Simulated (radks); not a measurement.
The nuclear charge of the vanadium ion V2+ is varied continuously with 21 electrons held in [Ar] 3d3. Calculated with a radial shooting solver on a logarithmic mesh with Libxc functionals: non-relativistic Kohn-Sham, LDA (Slater exchange, Perdew-Wang correlation), spin-polarised, spherical densities, point nucleus; open shells are filled with parallel spins first. By the Hellmann-Feynman theorem dE/dZ = E(electron-nucleus)/Z, the electronic potential at the nucleus.

Z     E (hartree)  E(electron-nucleus)/Z (hartree)  HOMO  e(HOMO) (eV)  <r> HOMO (bohr)
22.5   -893.32349                         -93.8692    3d       -15.185            1.450
23     -940.92311                         -96.5272    3d       -22.673            1.295
23.5   -989.84897                         -99.1749    3d       -31.255            1.180
24    -1040.09688                         -101.816    3d       -40.835            1.091

The central difference of E at Z = 23 is -96.525 hartree, to compare with the third column; the second derivative is -5.3 hartree.
